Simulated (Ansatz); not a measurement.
Consider the redistribution: `F[SiH](F)[SiH2]Cl` + `CC1CB1O` → `O[SiH](F)[SiH2]Cl` + `CC1CB1F`.

Isolated molecules relaxed with PBE0-D4/def2-TZVP in Ansatz; ΔE leaves out vibrations. CCSD(T)/CBS adds triple-zeta CCSD(T) − MP2 to the extrapolated MP2 energy (def2 sets, frozen cores). Functionals use def2-TZVPP. B3LYP here is the variant with VWN-RPA as its local correlation; programs differ in this. Each species was taken in one conformer, which may not be the lowest.

`F[SiH](F)[SiH2]Cl`:

Cartesian coordinates in Å:
```
F -0.609 -0.302 2.132
Si 0.034 0.615 1.002
F 1.523 0.952 1.455
Si 0.097 -0.581 -1.017
Cl -1.856 -0.842 -1.615
H -0.729 1.882 0.959
H 0.810 0.187 -2.067
H 0.729 -1.911 -0.849
```

`CC1CB1O`:

Cartesian coordinates in Å:
```
C 0.491 -1.155 1.008
C -0.397 -0.043 0.510
C 0.277 1.226 -0.139
B -0.596 0.284 -0.959
O -1.126 -0.082 -2.136
H -0.076 -2.077 1.157
H 1.287 -1.379 0.291
H 0.969 -0.895 1.958
H -1.205 0.216 1.193
H -0.077 2.194 0.202
H 1.360 1.188 -0.236
H -0.906 0.524 -2.850
```

`O[SiH](F)[SiH2]Cl`:

Z-matrix (Å, degrees):
```
Si
F 1 1.599
Si 1 2.352 2 107.1
O 1 1.631 2 111.2 3 -118.1
H 1 1.479 2 107.2 3 125.6
Cl 3 2.075 1 104.1 2 -86.9
H 3 1.483 1 114.7 2 30.9
H 3 1.485 1 112.7 2 157.0
H 4 0.961 1 117.4 2 80.6
```

`CC1CB1F`:

Cartesian coordinates in Å:
```
C -0.743 0.329 1.148
C 0.358 -0.271 0.307
C 0.674 0.373 -1.109
B 0.128 -1.031 -0.982
F -0.311 -2.111 -1.583
H -1.053 -0.357 1.939
H -1.629 0.550 0.546
H -0.422 1.264 1.617
H 1.263 -0.504 0.866
H 0.016 1.182 -1.420
H 1.718 0.575 -1.330
```

| level | ΔE (kcal/mol) |
| --- | --- |
| PBE-D4 | 8.4 |
| r2SCAN-D4 | 8.4 |
| PBE0-D4 | 8.6 |
| ωB97M-V | 8.4 |
| B3LYP | 9.1 |
| CCSD/def2-TZVPP | 9.1 |
| CCSD(T)/def2-TZVPP | 9.0 |
| MP2/def2-QZVPP | 9.3 |

What does CCSD(T)/CBS give? (An estimate is asked.)

Ansatz gave: +9.0 kcal/mol. The listed levels differ from it by -0.6, -0.6, -0.4, -0.6, 0.1, 0.1, 0.0, 0.3 kcal/mol.

Largest T1 diagnostic among the species: 0.012.

CCSD(T)/CBS has its own doubt, a few kJ/mol and more with outer-core shells, so smaller differences from it don't rank the levels.
